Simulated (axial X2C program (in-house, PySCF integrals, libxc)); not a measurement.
Which molecule has these constants?

Computed with an in-house all-electron X2C program for linear molecules (integrals from PySCF), spin-free (one-electron X2C) or two-component (2c: spin–orbit coupling with atomic mean-field Coulomb and Gaunt terms, which also bring small scalar terms), in Dyall basis sets with cores contracted in-house; open shells are unrestricted.

A two-component PBE0 calculation in a Dyall 3-zeta basis gave Re = 1.666 Å, ωe = 535.7 cm⁻¹, dipole magnitude 2.62 D, Ω = 3.

Task: Which molecule is it?
A. FeC
B. FeSi
C. FeSn

Result: A. The others have FeSi 2.191 Å and 370.9 cm⁻¹ (Ω = 1); FeSn 2.571 Å and 207.3 cm⁻¹ (Ω = 2).

Each entry is the lowest single determinant of a limited PBE0 search at one distance. De goes to single-determinant-based atoms at the same level (for ions the charge split of lowest energy) and is withheld (n/a) where an atom does not fit its ground term or J level. Main or longest-lived isotopes. One determinant is a doubtful description, or other states lie close, for FeC, FeSi, FeSn; these need not be ground states, and all values refer to the states named. Some open-shell Ω = 0 determinants are out of reach, so the Ω given for FeSi, FeSn need not be the lowest component. With several unpaired electrons the Ω given is that of one determinant, not necessarily of the lowest component. The functionals have no current term, which raises determinants with orbital currents. Where the atoms have a lower orbital projection than the molecule, De at mean-field level may be about a tenth of an eV too small.
